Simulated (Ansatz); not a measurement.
Consider the hydrogenolysis of a Ge–B bond: `[BH2][GeH2][Br]` + H₂ → `[GeH3][Br]` + BH₃.

Calculated with Ansatz (gas phase, PBE0-D4/def2-TZVP geometries, no zero-point term in ΔE). CCSD(T)/CBS is the MP2 limit (def2-TZVPP, def2-QZVPP) plus CCSD(T) − MP2 in def2-TZVPP, frozen cores. This one scheme is used for every species. Functionals use def2-TZVPP. B3LYP here is the variant with VWN-RPA as its local correlation; programs differ in this. For Br, Ge outer-core shells are correlated without core-valence functions, which leaves a few kJ/mol of doubt a bond. Scalar relativity is left out up to krypton.

```csv
level,ΔE (kcal/mol),difference from CCSD(T)/CBS
B97M-V,-6.1,-1.5
B3LYP-D4,-5.4,-0.8
ωB97X-V,-6.0,-1.4
BLYP,-6.0,-1.4
r2SCAN0,-5.4,-0.8
RPA@PBE/def2-TZVPP,-6.1,-1.5
MP2/def2-SVP,-8.0,-3.4
CCSD(T)/def2-SVP,-8.2,-3.6
HF/def2-QZVPP,-12.1,-7.5
CCSD/CBS(def2),-5.6,-1.0
CCSD(T)/CBS,-4.6,0
```

Largest T1 diagnostic among the species: 0.010.

From BLYP to BHLYP (50 % exact exchange), in def2-TZVPP and without D4, ΔE moves by −2.5 kcal/mol. In def2-TZVPP, CCSD(T) changes the Hartree–Fock value by +6.3 kcal/mol (the triples alone add +1.0 kcal/mol) and MP2 by +6.5 kcal/mol.
